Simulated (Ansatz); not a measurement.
C$_{2}$H$_{6}$F$_{2}$Zr, SMILES `[CH3][Zr]([CH3])([F])[F]` at its PBE0-D4/def2-TZVP geometry, where that method's forces vanish. Total charge 0; spin multiplicity 1. Zr: def2 effective core potential.

```xyz
11

C     1.7900    0.2334    0.1093
Zr   -0.2780    0.7242   -0.4943
C    -1.5427   -0.8855    0.3366
F    -0.7707    2.3799    0.3034
F    -0.3944    0.6788   -2.3928
H     2.1882   -0.6061   -0.4721
H     2.4746    1.0799   -0.0150
H     1.8100   -0.0546    1.1681
H    -1.0066   -1.8416    0.2742
H    -2.4863   -1.0011   -0.2082
H    -1.7842   -0.7073    1.3907
```

Task: What forces (eV/Å) does r2SCAN-D4/def2-TZVPP give on these atoms in Ansatz 0.2.0? (Estimate.)

Result: Ansatz gave: 
```
C1   0.052  0.000  0.006
Zr2  0.015 -0.039  0.024
C3  -0.042 -0.034  0.014
F4  -0.026  0.089  0.047
F5  -0.005 -0.006 -0.103
H6   0.001  0.011  0.012
H7   0.001 -0.018  0.006
H8   0.005  0.003 -0.011
H9  -0.013  0.012  0.002
H10  0.011 -0.007  0.017
H11  0.000 -0.011 -0.014
```
